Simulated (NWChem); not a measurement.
Everything below was run with NWChem. System: CdCl2, charge 0, spin multiplicity 1, at a geometry optimised with PBE0/def2-SVP with def2 effective core potentials on Cd. The structure started from a generated list of species. Level: EOM-CCSD/def2-SVPD with def2 effective core potentials on Cd, 14 core orbitals frozen.

Output (cleaned and shortened):

```
             Northwest Computational Chemistry Package (NWChem) 7.3.0
             --------------------------------------------------------

                                NWChem Input Module
                                -------------------

 Scaling coordinates for geometry "geometry" by  1.889725989
 (inverse scale =  0.529177249)

 Turning off AUTOSYM since
 SYMMETRY directive was detected!

                             Geometry "geometry" -> ""
                             -------------------------

 Output coordinates in angstroms (scale by  1.889725989 to convert to a.u.)

  No.       Tag          Charge          X              Y              Z
 ---- ---------------- ---------- -------------- -------------- --------------
    1 Cd                  48.0000     0.00000000     0.00000000     0.00000000
    2 Cl                  17.0000     0.00000000     0.00000000    -2.27654500
    3 Cl                  17.0000     0.00000000     0.00000000     2.27654500

 Effective nuclear repulsion energy (a.u.)     412.9430267568

            Nuclear Dipole moment (a.u.)
            ----------------------------
        X                 Y               Z
 ---------------- ---------------- ----------------
     0.0000000000     0.0000000000     0.0000000000

      Symmetry information
      --------------------

 Group name             D2h
 Group number             26
 Group order               8
 No. of unique centers     2

      Symmetry unique atoms

     1    2


 Summary of "ao basis" -> "" (spherical)
 ------------------------------------------------------------------------------
       Tag                 Description            Shells   Functions and Types
 ---------------- ------------------------------  ------  ---------------------
 *                         def2-svpd                  on all atoms

 Summary of "ao basis" -> "ao basis" (spherical)
 ------------------------------------------------------------------------------
       Tag                 Description            Shells   Functions and Types
 ---------------- ------------------------------  ------  ---------------------
 Cd                        def2-svpd                12       34   5s4p2d1f
 Cl                        def2-svpd                11       27   5s4p2d

                                 NWChem SCF Module
                                 -----------------

  ao basis        = "ao basis"
  functions       =    88
  atoms           =     3
  closed shells   =    27
  open shells     =     0
  charge          =   0.00
  wavefunction    = RHF
  use symmetry    = T
  symmetry adapt  = T

 Summary of "ao basis" -> "ao basis" (spherical)
 ------------------------------------------------------------------------------
       Tag                 Description            Shells   Functions and Types
 ---------------- ------------------------------  ------  ---------------------
 Cd                        def2-svpd                12       34   5s4p2d1f
 Cl                        def2-svpd                11       27   5s4p2d

      Symmetry analysis of basis
      --------------------------

        ag         22
        au          3
        b1g         4
        b1u        19
        b2g         8
        b2u        12
        b3g         8
        b3u        12

 Forming initial guess at       0.1s

      Superposition of Atomic Density Guess
      -------------------------------------

 Sum of atomic energies:       -1110.63261107

      Non-variational initial energy
      ------------------------------

 Total energy =   -1085.772651
 1-e energy   =   -1949.196799
 2-e energy   =     671.771164
 HOMO         =      -0.436216
 LUMO         =      -0.076212

      Symmetry analysis of molecular orbitals - initial
      -------------------------------------------------

 !! scf_movecs_sym_adapt:   54 vectors were symmetry contaminated

  Symmetry fudging

 !! scf_movecs_sym_adapt:   46 vectors were symmetry contaminated

  Numbering of irreducible representations:

     1 ag          2 au          3 b1g         4 b1u         5 b2g
     6 b2u         7 b3g         8 b3u

  Orbital symmetries:

     1 b1u         2 ag          3 ag          4 b1u         5 ag
[...]
    38ag  (alpha) ---    27b2g (alpha)       -0.1689168171

 Doubles contributions

 =========================================
 Excited-state calculation ( b2u symmetry)
 =========================================
 Dim. of EOMCC iter. space      500

 EOMCCSD SOLVER TYPE  1
  maxdiff =   0.48422487312480200

 No. of initial right vectors    1

 EOM-CCSD right-hand side iterations
 --------------------------------------------------------------
      Residuum       Omega / hartree  Omega / eV    Cpu    Wall
 --------------------------------------------------------------

 Iteration   1 using    1 trial vectors
   0.5446266437243   0.3597916935964    9.79043     6.1     6.1

 Iteration   2 using    2 trial vectors
   0.1241011219793   0.2466840630872    6.71262     4.1     4.1

 Iteration   3 using    3 trial vectors
   0.0706817369217   0.2377022587557    6.46821     4.0     4.0

 Iteration   4 using    4 trial vectors
   0.0298524353616   0.2337321195955    6.36018     4.6     4.6

 Iteration   5 using    5 trial vectors
   0.0123115737753   0.2323738966107    6.32322     4.6     4.6

 Iteration   6 using    6 trial vectors
   0.0042743873024   0.2321769006394    6.31786     4.6     4.6

 Iteration   7 using    7 trial vectors
   0.0017916786916   0.2321727287764    6.31774     4.6     4.6

 Iteration   8 using    8 trial vectors
   0.0006797655139   0.2321703133641    6.31768     4.7     4.7

 Iteration   9 using    9 trial vectors
   0.0003330284442   0.2321719007443    6.31772     4.5     4.5

 Iteration  10 using   10 trial vectors
   0.0001884632397   0.2321713264152    6.31771     4.4     4.4

 Iteration  11 using   11 trial vectors
   0.0000967944342   0.2321716288301    6.31771     4.1     4.1

 Iteration  12 using   12 trial vectors
   0.0000406695456   0.2321717595752    6.31772     4.3     4.3

 Iteration  13 using   13 trial vectors
   0.0000174873254   0.2321717697901    6.31772     4.4     4.4

 Iteration  14 using   14 trial vectors
   0.0000077272233   0.2321718247410    6.31772     4.5     4.5
 --------------------------------------------------------------
 Iterations converged
 ------------------

 Excited state root  1
 Excitation energy / hartree =        0.232171824740951
                   / eV      =        6.317719486285806
 largest EOMCCSD amplitudes: R1 and R2

 Singles contributions
    28ag  (alpha) ---    24b2u (alpha)       -0.8863230336
    32ag  (alpha) ---    24b2u (alpha)        0.1453714632
    38ag  (alpha) ---    24b2u (alpha)       -0.1677061934
    31b1u (alpha) ---    26b3g (alpha)        0.1138624864

 Doubles contributions

 =========================================
 Excited-state calculation ( b3g symmetry)
 =========================================
 Dim. of EOMCC iter. space      500

 EOMCCSD SOLVER TYPE  1
  maxdiff =   0.46924535152023672

 No. of initial right vectors    1

 EOM-CCSD right-hand side iterations
 --------------------------------------------------------------
      Residuum       Omega / hartree  Omega / eV    Cpu    Wall
 --------------------------------------------------------------

 Iteration   1 using    1 trial vectors
   0.5542953038422   0.3442849237075    9.36847     6.7     6.7

 Iteration   2 using    2 trial vectors
   0.1239179869777   0.2286523386165    6.22195     4.7     4.7

 Iteration   3 using    3 trial vectors
   0.0692681701189   0.2194999802274    5.97290     4.7     4.7

 Iteration   4 using    4 trial vectors
   0.0287220286252   0.2157024407015    5.86956     4.7     4.7

 Iteration   5 using    5 trial vectors
   0.0120078719086   0.2143955334616    5.83400     4.8     4.8

 Iteration   6 using    6 trial vectors
   0.0047406342260   0.2142158634245    5.82911     4.7     4.7

 Iteration   7 using    7 trial vectors
   0.0025502793641   0.2142182969685    5.82918     4.6     4.6

 Iteration   8 using    8 trial vectors
   0.0013757726124   0.2142243371317    5.82934     4.5     4.5

 Iteration   9 using    9 trial vectors
   0.0007348464369   0.2142311435233    5.82953     4.7     4.7

 Iteration  10 using   10 trial vectors
   0.0003267424925   0.2142294975696    5.82948     4.7     4.7

 Iteration  11 using   11 trial vectors
   0.0001682967214   0.2142298022613    5.82949     4.7     4.7

 Iteration  12 using   12 trial vectors
   0.0000984492415   0.2142295581016    5.82949     4.7     4.7

 Iteration  13 using   13 trial vectors
   0.0000494171784   0.2142293537213    5.82948     4.6     4.6

 Iteration  14 using   14 trial vectors
   0.0000204841698   0.2142293948244    5.82948     4.5     4.5

 Iteration  15 using   15 trial vectors
   0.0000082964582   0.2142293829965    5.82948     4.3     4.3
 --------------------------------------------------------------
 Iterations converged
 ------------------

 Excited state root  1
 Excitation energy / hartree =        0.214229382996535
                   / eV      =        5.829480596977314
 largest EOMCCSD amplitudes: R1 and R2

 Singles contributions
    28ag  (alpha) ---    26b3g (alpha)       -0.8881957438
    32ag  (alpha) ---    26b3g (alpha)        0.1495436274
    38ag  (alpha) ---    26b3g (alpha)       -0.1689168171

 Doubles contributions

 =========================================
 Excited-state calculation ( b3u symmetry)
 =========================================
 Dim. of EOMCC iter. space      500

 EOMCCSD SOLVER TYPE  1
  maxdiff =   0.48422487312479334

 No. of initial right vectors    1

 EOM-CCSD right-hand side iterations
 --------------------------------------------------------------
      Residuum       Omega / hartree  Omega / eV    Cpu    Wall
 --------------------------------------------------------------

 Iteration   1 using    1 trial vectors
   0.5446266437243   0.3597916935964    9.79043     6.5     6.5

 Iteration   2 using    2 trial vectors
   0.1241011219793   0.2466840630872    6.71262     4.5     4.5

 Iteration   3 using    3 trial vectors
   0.0706817369217   0.2377022587557    6.46821     4.4     4.4

 Iteration   4 using    4 trial vectors
   0.0298524353616   0.2337321195955    6.36018     4.4     4.4

 Iteration   5 using    5 trial vectors
   0.0123115737753   0.2323738966107    6.32322     4.4     4.4

 Iteration   6 using    6 trial vectors
   0.0042743873024   0.2321769006394    6.31786     4.2     4.2

 Iteration   7 using    7 trial vectors
   0.0017916786916   0.2321727287764    6.31774     4.0     4.0

 Iteration   8 using    8 trial vectors
   0.0006797655139   0.2321703133641    6.31768     4.2     4.2

 Iteration   9 using    9 trial vectors
   0.0003330284442   0.2321719007443    6.31772     4.2     4.2

 Iteration  10 using   10 trial vectors
   0.0001884632397   0.2321713264152    6.31771     4.2     4.2

 Iteration  11 using   11 trial vectors
   0.0000967944342   0.2321716288301    6.31771     4.1     4.1

 Iteration  12 using   12 trial vectors
   0.0000406695456   0.2321717595752    6.31772     4.0     4.0

 Iteration  13 using   13 trial vectors
   0.0000174873254   0.2321717697901    6.31772     4.1     4.1

 Iteration  14 using   14 trial vectors
   0.0000077272233   0.2321718247409    6.31772     4.3     4.3
 --------------------------------------------------------------
 Iterations converged
 ------------------

 Excited state root  1
 Excitation energy / hartree =        0.232171824740946
                   / eV      =        6.317719486285660
 largest EOMCCSD amplitudes: R1 and R2

 Singles contributions
    28ag  (alpha) ---    25b3u (alpha)       -0.8863230336
    32ag  (alpha) ---    25b3u (alpha)        0.1453714632
    38ag  (alpha) ---    25b3u (alpha)       -0.1677061934
    31b1u (alpha) ---    27b2g (alpha)        0.1138624864

 Doubles contributions

 Task  times  cpu:      585.8s     wall:      585.8s

 Total times  cpu:      585.8s     wall:      585.8s
```

**Question.** Write an NWChem input that would produce this output.

**Answer.** This is not unique; one that fits is 
```
start mol
memory heap 100 mb stack 700 mb global 1900 mb
geometry units angstroms nocenter noautoz
  Cd     0.000000     0.000000     0.000000
  Cl     0.000000     0.000000    -2.276545
  Cl     0.000000     0.000000     2.276545
  symmetry group D2h
end
basis spherical
  * library def2-svpd
end
ecp
  Cd library def2-ecp
end
scf
  rhf
  nopen 0
  maxiter 100
  thresh 1e-7
  semidirect memsize 60000000 filesize 0
end
tce
  freeze core 14
  ccsd
  nroots 1
  2eorb
  2emet 13
  thresh 1e-5
  maxiter 200
  tilesize 24
end
task tce energy
```
